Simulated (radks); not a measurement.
The numbers below are computed, except where a source is named.
Trend from Rb4+ to Xe4+: ionisation energy by Delta-SCF between NIST ground configurations, and size. Level of theory: scalar-relativistic Kohn-Sham, PBEsol, spin-polarised, spherical densities, finite nucleus; open shells are filled with parallel spins first (spin-orbit coupling, left out, can overturn this in heavy ions); Fermi nuclear charge, rms radius of each element as measured or else 0.836 A^(1/3) + 0.57 fm (a radial shooting solver on a logarithmic mesh with Libxc functionals).

species,configuration,configuration of the ion,IE (eV),NIST (eV),kind,-e(HOMO) (eV),outermost,<r> outermost (bohr),r at 0.001 e/bohr^3 (bohr)
Rb4+,[Ar] 3d10 4s2 4p3,[Ar] 3d10 4s2 4p2,69.150,68.4,theory,62.087 (4p),4p,1.51,3.02
Sr4+,[Ar] 3d10 4s2 4p4,[Ar] 3d10 4s2 4p3,70.153,71,semi-emp.,63.242 (4p),4p,1.45,2.99
Zr4+,[Kr],[Ar] 3d10 4s2 4p5,80.630,80.35,semi-emp.,72.783 (4p),4p,1.31,2.89
Nb4+,[Kr] 4d1,[Kr],50.496,50.573,exp.,43.838 (4d),4d,1.60,2.99
Mo4+,[Kr] 4d2,[Kr] 4d1,54.114,54.42,semi-emp.,47.108 (4d),4d,1.51,3.02
Tc4+,[Kr] 4d3,[Kr] 4d2,57.584,57,theory,50.252 (4d),4d,1.43,3.02
Ru4+,[Kr] 4d4,[Kr] 4d3,60.949,59,theory,53.304 (4d),4d,1.36,2.99
Rh4+,[Kr] 4d5,[Kr] 4d4,64.235,63,theory,56.289 (4d),4d,1.30,2.95
Pd4+,[Kr] 4d6,[Kr] 4d5,63.047,61,theory,55.192 (4d),4d,1.25,2.92
Ag4+,[Kr] 4d7,[Kr] 4d6,66.636,65,theory,58.439 (4d),4d,1.20,2.89
Cd4+,[Kr] 4d8,[Kr] 4d7,70.099,68,theory,61.583 (4d),4d,1.15,2.85
In4+,[Kr] 4d9,[Kr] 4d8,73.471,69,semi-emp.,64.650 (4d),4d,1.11,2.81
Sn4+,[Kr] 4d10,[Kr] 4d9,76.776,77.03,exp.,67.659 (4d),4d,1.07,2.77
Sb4+,[Kr] 4d10 5s1,[Kr] 4d10,55.677,55.0,semi-emp.,50.436 (5s),5s,1.94,3.12
Te4+,[Kr] 4d10 5s2,[Kr] 4d10 5s1,58.739,59,exp.,53.313 (5s),5s,1.86,3.23
I4+,[Kr] 4d10 5s2 5p1,[Kr] 4d10 5s2,50.389,51.52,exp.,45.290 (5p),5p,2.03,3.38
Xe4+,[Kr] 4d10 5s2 5p2,[Kr] 4d10 5s2 5p1,54.291,54.1,semi-emp.,48.815 (5p),5p,1.93,3.41

Reference values: NIST Atomic Spectra Database (exp. = measured, semi-emp. = semi-empirical, theory = theoretical value adopted there). Open shells are spherical and high-spin; term and fine-structure splittings are not resolved. Spin-orbit splitting is averaged out at the scalar-relativistic level.
